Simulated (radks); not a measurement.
Values are calculated unless marked as measured or tabulated.
All-electron atom: Tb2+ in [Xe] 4f9. Level of theory: scalar-relativistic Kohn-Sham, PBEsol, spin-polarised, spherical densities, finite nucleus; open shells are filled with parallel spins first (spin-orbit coupling, left out, can overturn this in heavy ions); Fermi nuclear charge, rms radius 5.06 fm (a radial shooting solver on a logarithmic mesh with Libxc functionals).

Local quantities along the radius. ELF = 1/(1 + alpha^2) is the electron localisation function; alpha = (tau - tau_W)/tau_unif compares the Pauli kinetic energy density with that of the uniform gas (summed over spins); r v_xc is r times the local exchange-correlation potential of spin up (hartree bohr); 4 pi r^2 rho is in e/bohr. tau is taken from the large components.

r (bohr)	ELF	alpha	r v_xc	4 pi r^2 rho
0.001548	0.999	0.02539	-0.1265	8.832
0.002048	0.999	0.02749	-0.1518	13.55
0.00271	0.999	0.03097	-0.1837	20.34
0.003586	0.999	0.03664	-0.2226	29.69
0.004745	0.998	0.04607	-0.2685	41.79
0.006278	0.996	0.06253	-0.3204	56.04
0.008306	0.991	0.09334	-0.3758	70.59
0.01099	0.976	0.1564	-0.4299	82.14
0.01454	0.919	0.2970	-0.4763	86.95
0.01924	0.724	0.6172	-0.5092	83.80
0.02546	0.420	1.174	-0.5322	77.68
0.03342	0.332	1.418	-0.5762	79.15
0.04421	0.516	0.9682	-0.6902	94.66
0.0585	0.723	0.6190	-0.8199	113.0
0.0774	0.695	0.6617	-0.8919	111.6
0.1024	0.417	1.182	-0.8956	92.37
0.1355	0.389	1.254	-0.9727	89.20
0.1793	0.682	0.6836	-1.159	102.2
0.2372	0.696	0.6605	-1.201	84.88
0.3139	0.275	1.626	-1.065	49.33
0.4153	0.434	1.141	-1.221	47.07
0.5495	0.724	0.6172	-1.407	51.21
0.7271	0.560	0.8857	-1.344	33.04
0.9543	0.326	1.438	-1.196	17.44
1.263	0.491	1.018	-1.169	11.46
1.671	0.621	0.7813	-1.086	6.694
2.211	0.405	1.212	-0.8399	2.403
2.925	0.071	3.604	-0.5258	0.4744
3.87	0.003	19.91	-0.3710	0.05056
5.121	0.000	163.4	-0.1867	0.003060

On this mesh the ELF has minima near r = 0.033, 0.12, 0.36, 0.95 bohr, which separate the shells, and maxima near 0.068 (0.74), 0.21 (0.74), 0.55 (0.72), 1.7 (0.62).
